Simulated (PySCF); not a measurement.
Ge(F)4 cation (F₄Ge), SMILES [F][Ge]([F])([F])[F] (connectivity only; charge and spin as stated), charge +1, multiplicity 2.

The structure is a stationary point at TPSSh-D3(BJ)/def2-SVP. The geometry has at least one imaginary mode, so it is a saddle point at that level. The spin state was assumed, not searched. The isomer is the one that the SMILES or the coordinates give; other isomers of the formula were not compared.

Level of theory: TDA-ωB97X/def2-SVPD (PySCF 2.14.0).

Vertical excitations; the highest root listed may be one member of a degenerate set. Isolated molecule, no solvent.

Problem. Estimate the UV-visible absorptions. (The exact figures need the calculation; the answer reports its results.)

Solution. 
```
state    energy (eV)  λ (nm)      f                                                    main pairs
-------  -----------  ------  -----  ------------------------------------------------------------
root 1          0.22    5638  0.001                 β HOMO−3→LUMO, β HOMO−1→LUMO (degenerate set)
root 2          0.22    5638  0.001                   β HOMO−4→LUMO, β HOMO→LUMO (degenerate set)
root 3          0.43    2861  0.000                                           β HOMO−5→LUMO 100 %
root 4          0.66    1874  0.000                                           β HOMO−6→LUMO 100 %
root 5          0.90    1377  0.021  β HOMO−1→LUMO, β HOMO−3→LUMO, β HOMO−7→LUMO (degenerate set)
root 6          0.90    1377  0.021    β HOMO→LUMO, β HOMO−4→LUMO, β HOMO−8→LUMO (degenerate set)
root 7          1.53     810  0.054                                            β HOMO−2→LUMO 93 %
root 8          2.20     565  0.000                                           β HOMO−9→LUMO 100 %
root 9          2.53     490  0.039                                β HOMO−8→LUMO (degenerate set)
root 10         2.53     490  0.039                                β HOMO−7→LUMO (degenerate set)
```
Unrestricted roots are not spin-pure.
